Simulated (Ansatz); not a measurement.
Ansatz (an electronic-structure program) input (CCSD(T)/aug-cc-pVDZ):

Ansatz 0.2 input:
```yaml
crystal:
  periodic: [false, false, false]
  atoms:
    - {symbol: As, position_ang: [0.00033660, 0.00016035, 0.07075368]}
    - {symbol: H, position_ang: [-0.77588161, -1.00630342, -0.77234040]}
    - {symbol: H, position_ang: [-0.48756954, 1.16924784, -0.77864239]}
    - {symbol: H, position_ang: [1.25234329, -0.16823587, -0.78388871]}
basis:
  gaussian:
    orbitals: aug-cc-pVDZ
magnetization: {spin_polarized: false}
correlation: {method: ccsd_t, electrons: outside_noble_gas}
```

End of the output:

```
integrals: 0.04 GiB planned
675 factors; integrals over basis functions are off by at most 8.4e-4 eV
mean field: 0.16 GiB planned
mean field evaluation 1: about -60841.4637 eV, gradient 8.4e0 eV
mean field evaluation 2: about -60841.4686 eV, gradient 8.4e0 eV
mean field evaluation 4: about -60841.9375 eV, gradient 6.7e-1 eV
mean field evaluation 8: about -60841.9419 eV, gradient 2.8e-4 eV
mean field evaluation 16: about -60841.9419 eV, gradient 2.6e-2 eV
mean field -60841.94194434 eV, -2235.9001263052 hartree, gradient 5.9e-7 eV, S^2 0.000000; 0 other end points of the search recorded, 0 dependent functions left out
14 core orbitals not correlated
reference -60841.94194434 eV, -2235.9001263052 hartree; 4, 4 occupied and 45, 45 virtual orbitals, 675 factors
second order -3.57122246 eV of doubles, -0.00000000 eV of singles
coupled cluster: 0.10 GiB planned
cycle   1  -4.13456271 eV  change   -5.6e-1 eV  update   5.8e-2
cycle   2  -4.33596062 eV  change   -2.0e-1 eV  update   2.0e-2
cycle   3  -4.34583568 eV  change   -9.9e-3 eV  update   5.3e-3
cycle   4  -4.34495386 eV  change    8.8e-4 eV  update   1.8e-3
cycle   5  -4.34463011 eV  change    3.2e-4 eV  update   5.1e-4
cycle   6  -4.34458066 eV  change    4.9e-5 eV  update   1.4e-4
cycle   7  -4.34459897 eV  change   -1.8e-5 eV  update   4.8e-5
cycle   8  -4.34460250 eV  change   -3.5e-6 eV  update   1.4e-5
cycle   9  -4.34459935 eV  change    3.1e-6 eV  update   3.2e-6
perturbative correction -0.11475947 eV, -0.0042173327 hartree
Total energy: -60846.40130317 eV, -2236.0640047193 hartree
```
